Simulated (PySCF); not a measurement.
# Reading the logs of faulty runs: AlClGeH3 cation

These are calculations, not measurements. They come from PySCF 2.14.0, an open-source quantum chemistry program, on an isolated molecule that a program drew, which may never have been made. The molecule is AlClGeH3 cation (charge +1, singlet), drawn as the SMILES string `[AlH+][GeH2][Cl]`.

Each row is a Hartree-Fock (HF) and frozen-core CCSD(T) single point in the cc-pV(D+d)Z basis, meant for a local HF minimum. Run 1 is clean. Each other run has one planted mistake out of seven kinds, and not every kind appears here: one electron removed, one electron added, multiplicity raised by two, geometry at a saddle point, minimal basis STO-3G, one bond length entered in bohr, all coordinates scaled. The reference is restricted for singlets and unrestricted otherwise, and also for a bond in bohr. Adding or removing an electron swaps singlet and doublet. Electrons count all cores. HOMO and LUMO are orbital energies over both spins, the gradient is its largest component, and the lowest frequency (negative if imaginary) is given only where the gradient is small. Bond lengths are over the 5 bonds as drawn. T1 is the CCSD diagnostic: over 0.02 (restricted) or 0.045 (unrestricted) a single reference is doubtful. Germanium has the cc-pVDZ-PP basis, with a core potential (ECP10MDF) in place of its 10 inner electrons, and its 3s, 3p and 3d shells are frozen in CCSD(T).

Geometry of the clean run:
```xyz
6
AlClGeH3 cation, angstrom
Al   -1.3230    0.3170   -2.4357
Ge    0.0270   -0.9908   -4.1508
Cl   -1.4493   -2.5004   -4.5598
H    -2.2475    1.0249   -1.4055
H     0.2664   -0.1233   -5.3676
H     1.2432   -1.5903   -3.4784
```

| run | electrons | basis functions | <S^2> | HOMO (eV) | LUMO (eV) | gradient (hartree/bohr) | lowest frequency (cm^-1) | mean bond (Å) | longest bond (Å) | T1 | HF (hartree) | CCSD(T) (hartree) | mistake |
|---|---|---|---|---|---|---|---|---|---|---|---|---|---|
| 1 | 64 | 84 | 0.000 | -15.57 | -4.86 | 2.3e-05 | 75 | 1.8554 | 2.545 | 0.0128 | -996.31568 | -996.63816 | no fault |
| 2 | 63 | 84 | 0.780 | -21.69 | -13.25 | 3.9e-02 | - | 1.8554 | 2.545 | 0.0509 | -995.78026 | -996.08665 | one electron removed |
| 3 | 64 | 84 | 1.026 | -13.66 | -5.07 | 9.4e-03 | - | 2.2381 | 4.064 | 0.0152 | -996.22454 | -996.51771 | one bond length entered in bohr |
| 4 | 64 | 84 | 0.000 | -15.64 | -4.85 | 1.9e-02 | - | 1.8034 | 2.473 | 0.0123 | -996.31149 | -996.63247 | ? |
| 5 | 65 | 84 | 0.787 | -6.05 | 0.43 | 2.7e-02 | - | 1.8554 | 2.545 | 0.0152 | -996.51544 | -996.84938 | ? |

**Which mistake was planted in run 4, and what did it cost?**

The mean and the longest bond both change by the same factor, 0.972, and the gradient is no longer small. So the mistake is: all coordinates scaled. Subtracting run 1 and multiplying by 627.51 kcal/mol a hartree, the energy moved by 2.6 kcal/mol in HF and 3.6 kcal/mol in CCSD(T).

**Which mistake was planted in run 5, and what did it cost?**

It counts 65 electrons, one more than the clean run, at the same geometry and basis. So the mistake is: one electron added. Subtracting run 1 and multiplying by 627.51 kcal/mol a hartree, the energy moved by -125.4 kcal/mol in HF and -132.5 kcal/mol in CCSD(T).

Cautions from the logs. Run 2: T1 is over the limit, so its CCSD(T) energy is less reliable.
